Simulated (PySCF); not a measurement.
**Adding and removing an electron: SiPb**

UHF; Si def2-SVP, Pb def2-SVP with ECP60; scalar-relativistic core potentials (PySCF 2.14). Neutral (UHF): triplet (π ↑↑), Re = 2.552 Å, ωe = 358 cm⁻¹, De = 0.84 eV, HOMO -6.98 eV, LUMO -0.07 eV.

SiPb⁺ (UHF): quartet (σ ↑, π ↑↑), Re = 2.615 Å, ωe = 305 cm⁻¹. The energies at the minima are -480.61739 hartree for SiPb and -480.38860 for SiPb⁺.

Problem. Work out the adiabatic ionisation energy, without and with harmonic zero-point energies (1 hartree = 27.2114 eV, 1 eV = 8065.5 cm⁻¹), and the change of the bond length.

Solution. At UHF: 0.22879 hartree = 6.226 eV between the minima; the zero-point term (305.0 − 358.0)/2 cm⁻¹ = -0.003 eV makes it 6.222 eV. Re changes by +6.3 pm against the neutral. The electron leaves a σ orbital, and the longer bond of the ion fits a bonding orbital, or a change in how ionic the bond is.

Spin–orbit coupling is left out, which matters for elements this heavy, above all for dissociation energies. Hartree–Fock leaves out correlation, which carries a large part of most bond energies and some tenths to 1 eV of ionisation energies. States were picked by a PBE0 search and need not be the measured ground states.
